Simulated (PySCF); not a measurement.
# Two-photon absorption: `[P@]12(=O)CC[C@H](CC1)C2`, C$_{6}$H$_{11}$OP

Geometry (Å), atoms numbered from 1 in this order:
```xyz
19

O    -0.036   -1.975    1.417
P     0.178   -0.705    0.666
C    -1.062   -0.136   -0.562
C    -0.747    1.369   -0.728
C     0.501    1.700    0.121
C     1.768    1.081   -0.508
C     1.709   -0.452   -0.315
C     0.299    0.957    1.445
H    -2.068   -0.328   -0.158
H    -0.968   -0.715   -1.491
H    -1.595    1.974   -0.374
H    -0.582    1.638   -1.782
H     0.614    2.788    0.241
H     1.847    1.356   -1.571
H     2.658    1.491   -0.008
H     2.561   -0.852    0.256
H     1.654   -1.017   -1.256
H     1.155    1.029    2.133
H    -0.623    1.232    1.977
```

Level of theory: TDDFT CAM-B3LYP/def2-SVPD excited states, vertical, gas phase in PySCF 2.14.0. Geometry: PBE0-D3(BJ)/def2-SVP.

**Question.** Give the one- and two-photon strengths of the lowest singlets.

**Answer.** δ for parallel linear polarisation; σ at the peak of a Lorentzian of half width 0.1 eV, single beam; Ω is circular over linear.
```csv
state,E (eV),f,photon λ (nm),δ (au),σ (GM),Ω,main
S1,7.13,0.033,348,1.4,0.03,1.50,HOMO→LUMO+1 0.79
S2,7.17,0.026,346,2.63,0.05,1.34,"HOMO−1→LUMO+1 0.74, HOMO−1→LUMO+8 0.10"
S3,7.26,0.000,342,9.88,0.19,1.50,HOMO→LUMO 0.89
S4,7.31,0.012,339,3.78,0.07,0.18,HOMO−1→LUMO 0.89
S5,8.07,0.013,307,4.51,0.11,1.50,"HOMO→LUMO+3 0.48, HOMO→LUMO+4 0.33"
```

Among these, the strongest one-photon state is S1, the strongest two-photon state S3, with a dipole change of 5.9 D (relaxed, norm of the difference vector).
